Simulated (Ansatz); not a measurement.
## Interaction energy ladder

The pair of H₃O⁺ (SMILES [OH3+], atoms 1–4) and HBr (SMILES Br, atoms 5–6), both closed shells, in one local arrangement (a lower one may exist), relaxed at PBE0-D4/def2-TZVP:

```xyz
6
angstrom
O -0.1471 0.0840 -1.0704
H 0.3656 0.7791 -1.5192
H 0.1073 -0.0326 -0.0607
H -0.1320 -0.7510 -1.5704
Br 0.5468 -0.2401 1.8722
H -0.7406 0.1606 2.3484
```

Ansatz 0.2.0; basis: def2-TZVPPD, with def2-QZVPPD for the basis limit; cores frozen in the correlated methods. Filled d shells of the heavier atoms are correlated. The def2 sets are not built for correlating such inner shells, so the correlated values are less sure here. B3LYP uses VWN-RPA correlation. Extrapolation: Hartree–Fock as exp(−7.88 √X), correlation as X^−2.97. Interaction energies count from these two fragments, frozen as in the pair, with the counterpoise correction; negative means bound.

Question: What is the interaction energy by CCSD(T) at an estimated basis limit (MP2 extrapolated from triple and quadruple zeta, plus CCSD(T) − MP2 in triple zeta)? (Judge from chemistry; the value comes from the calculation.)

Answer: Computed: -74.7 kJ/mol. Hartree–Fock alone gives -55.2 kJ/mol at the basis limit. It counts from the two fragments frozen as in the pair.

The same quantity by other methods in triple zeta, and each one's difference from that estimate:
```tsv
method	E_int (kJ/mol)	difference
PBE-D4	-89.6	-14.9
revPBE-D4	-86.4	-11.7
BLYP-D4	-84.8	-10.1
r2SCAN-D4	-84.1	-9.5
B97M-V	-79.1	-4.5
PBE0-D4	-84.4	-9.7
B3LYP-D4	-81.9	-7.3
HSE06-D4	-84.5	-9.9
wB97X-V	-76.8	-2.2
wB97M-V	-75.8	-1.2
B2PLYP	-75.2	-0.6
HF	-54.6	20.1
MP2	-72.8	1.9
CCSD	-68.0	6.6
CCSD(T)	-70.8	3.8
```
Differences are method less estimate.

Question: Which atoms make the shortest contact between the fragments?

Answer: H3 and Br5, 1.99 Å apart.

Energy to bend the free fragments (PBE0-D4 minima) into their shapes in the pair, CCSD(T)/def2-TZVPPD: H₃O⁺ 10.0 kJ/mol; HBr 0.2 kJ/mol. This must be added to the interaction energy to get the binding energy from relaxed fragments.

Basis-set superposition shift (counterpoise-corrected less uncorrected): CCSD(T) 6.1; MP2 6.2; HF 0.5; PBE0-D4 0.5; wB97M-V 0.5 kJ/mol.

No T1 diagnostic of these runs exceeds 0.007.

For scale, one of the runs: CCSD(T)/def2-TZVPPD, 165 basis functions, launched by `ansatz run in.yaml --threads 2 --pin off --events-out ev --progress --plain --max-ram 5222MiB`. The run took 16 s on 2 CPU threads of an AMD EPYC 9R45 (shared host), with 1.3 GiB of host memory at its peak.
